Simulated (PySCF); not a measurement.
CdI (SMILES [Cd][I]), doublet, at a GFN2-xTB geometry (such geometries of metal compounds can be far from the true shape) (the spin is typed, not shown lowest) (core potentials on Cd, I); DF-B97M-V/def2-SVP in PySCF.

PySCF was given this input:
```python
from pyscf import gto, scf, dft

mol = gto.M(
    atom='''
Cd   -0.00000000   -0.00000000   -1.49381317
I     0.00000000    0.00000000    1.35288740
''',
    basis='def2-svp',
    ecp={'Cd': 'def2-svp', 'I': 'def2-svp'},
    spin=1,
    verbose=4,
)

mf = dft.UKS(mol)
mf.xc = 'b97m_v'
mf = mf.density_fit(auxbasis='def2-universal-jkfit')
mf.kernel()
```

Problem. Write the output that PySCF gives for this input, abridged.

Solution. 
```
PySCF version 2.14.0

[INPUT] verbose = 4
[INPUT] num. atoms = 2
[INPUT] num. electrons = 45
[INPUT] charge = 0
[INPUT] spin (= nelec alpha-beta = 2S) = 1
[INPUT] symmetry False subgroup None
[INPUT] Mole.unit = angstrom
[INPUT] Symbol           X                Y                Z      unit          X                Y                Z       unit  Magmom
[INPUT]  1 Cd     0.000000000000   0.000000000000  -1.493813170000 AA    0.000000000000   0.000000000000  -2.822897772568 Bohr   0.0
[INPUT]  2 I      0.000000000000   0.000000000000   1.352887400000 AA    0.000000000000   0.000000000000   2.556586663375 Bohr   0.0

nuclear repulsion = 92.9457099381548
number of shells = 21
number of NR pGTOs = 118
number of NR cGTOs = 57
basis = def2-svp
ecp = {'Cd': 'def2-svp', 'I': 'def2-svp'}

******** <class 'pyscf.df.df_jk.DFUKS'> ********
method = DFUKS
initial guess = minao
damping factor = 0
level_shift factor = 0
DIIS = <class 'pyscf.scf.diis.CDIIS'>
diis_start_cycle = 1
diis_space = 8
diis_damp = 0
SCF conv_tol = 1e-09
SCF conv_tol_grad = None
SCF max_cycles = 50
direct_scf = False
number electrons alpha = 23  beta = 22
XC library pyscf.dft.libxc version 7.1.2
    S. Lehtola, C. Steigemann, M. J. T. Oliveira, and M. A. L. Marques,  SoftwareX 7, 1–5 (2018)
XC functionals = b97m_v
    N. Mardirossian and M. Head-Gordon,  J. Chem. Phys. 142, 074111 (2015)
radial grids:
    Treutler-Ahlrichs [JCP 102, 346 (1995); DOI:10.1063/1.469408] (M4) radial grids

becke partition: Becke, JCP 88, 2547 (1988); DOI:10.1063/1.454033
pruning grids: <function nwchem_prune>
grids dens level: 3
symmetrized grids: False
atomic radii adjust function: <function treutler_atomic_radii_adjust>
** Following is NLC and NLC Grids **
NLC functional = b97m_v
radial grids:
    Treutler-Ahlrichs [JCP 102, 346 (1995); DOI:10.1063/1.469408] (M4) radial grids

becke partition: Becke, JCP 88, 2547 (1988); DOI:10.1063/1.454033
pruning grids: <function nwchem_prune>
grids dens level: 3
symmetrized grids: False
atomic radii adjust function: <function treutler_atomic_radii_adjust>
small_rho_cutoff = 0
Set gradient conv threshold to 3.16228e-05
tot grids = 44352
tot grids = 44352
init E= -419.783823848923

cycle= 1 E= -463.336990947869  delta_E= -43.6  |g|= 2.35  |ddm|= 6.42
cycle= 2 E= -459.603084298844  delta_E= 3.73  |g|= 2.61  |ddm|= 6.46
cycle= 3 E= -464.857576172519  delta_E= -5.25  |g|= 0.78  |ddm|= 4.65
cycle= 4 E= -465.316123806987  delta_E= -0.459  |g|= 0.441  |ddm|= 2.43
cycle= 5 E= -465.426129135598  delta_E= -0.11  |g|= 0.138  |ddm|= 0.931
cycle= 6 E= -465.43264255476  delta_E= -0.00651  |g|= 0.0585  |ddm|= 0.295
cycle= 7 E= -465.435892663509  delta_E= -0.00325  |g|= 0.00991  |ddm|= 0.146
cycle= 8 E= -465.435992272931  delta_E= -9.96e-05  |g|= 0.00216  |ddm|= 0.0227
cycle= 9 E= -465.43599497388  delta_E= -2.7e-06  |g|= 0.000987  |ddm|= 0.00424
cycle= 10 E= -465.43599578017  delta_E= -8.06e-07  |g|= 0.000101  |ddm|= 0.00167
cycle= 11 E= -465.435995792259  delta_E= -1.21e-08  |g|= 5.2e-05  |ddm|= 0.000443
cycle= 12 E= -465.435995795248  delta_E= -2.99e-09  |g|= 3.52e-06  |ddm|= 0.000128
cycle= 13 E= -465.435995795259  delta_E= -1.11e-11  |g|= 4.24e-07  |ddm|= 1.12e-05
Extra cycle  E= -465.435995795258  delta_E= 6.82e-13  |g|= 4.32e-07  |ddm|= 1.55e-06
converged SCF energy = -465.435995795258  <S^2> = 0.75255963  2S+1 = 2.002558
```
